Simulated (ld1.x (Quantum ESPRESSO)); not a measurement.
# platinum (Pt), TM: configuration errors across variants

ld1.x (Quantum ESPRESSO) 7.5 input, shortened:

```
&input
   title='Pt', zed=78., rel=2, dft='PBESOL', iswitch=3,
   config='[Xe] 4f14 5d10 6s0 6p0', rel_dist='average'
 /
 &inputp
   pseudotype=2, tm=.true., lloc=0,
   nlcc=.true., new_core_ps=.true., rcore=0.90
 /
3
6P  2  1   0.00   0.00  3.15  3.15  0.0
5D  3  2  10.00   0.00  1.55  1.55  0.0
6S  1  0   0.00   0.00  1.95  1.95  0.0
 &test
   configts(1)='5d10 6s0 6p0'
 /
```

Open shells are filled in proportion to 2j + 1 (rel_dist='average').

All-electron excitation energies from the reference (eV): (1) 5d9 6s1 6p0 0.033; (2) 5d9 6s0 6p0 9.274; (3) 5d8 6s0 6p0 29.286; (4) 5d8 6s1 6p0 11.259; (5) 5d9 6s0.5 6p0 3.754; (6) 5d9 6s0 6p1 5.119; (7) 5d7 6s0 6p0 61.533.

Errors AE − PS in meV (a dash: test not solved or not reliable):

```csv
change,(1),(2),(3),(4),(5),(6),(7),bound ghosts
base,-45,-30,-197,-169,-33,-47,-630,none
wave 5d (bound): rc 1.55 bohr becomes 5d (bound): rc 1.34 bohr,-44,-30,-197,-168,-33,-46,-628,none
wave 5d (bound): rc 1.55 bohr becomes 5d (bound): rc 1.50 bohr,-45,-30,-197,-169,-33,-47,-629,none
wave 5d (bound): rc 1.55 bohr becomes 5d (bound): rc 1.84 bohr,-45,-30,-198,-170,-33,-47,-631,none
wave 5d (bound): rc 1.55 bohr becomes 5d (bound): rc 2.10 bohr,-44,-30,-196,-166,-33,-46,-624,none
wave 5d (bound): rc 1.55 bohr becomes 5d (bound): rc 2.24 bohr,-42,-30,-194,-159,-32,-45,-609,none
```

Problem. Give the same row for: wave 5d (bound): rc 1.55 bohr becomes 5d (bound): rc 1.12 bohr.

Solution. -44, -29, -194, -166, -32, -45, -624; bound ghosts: none.
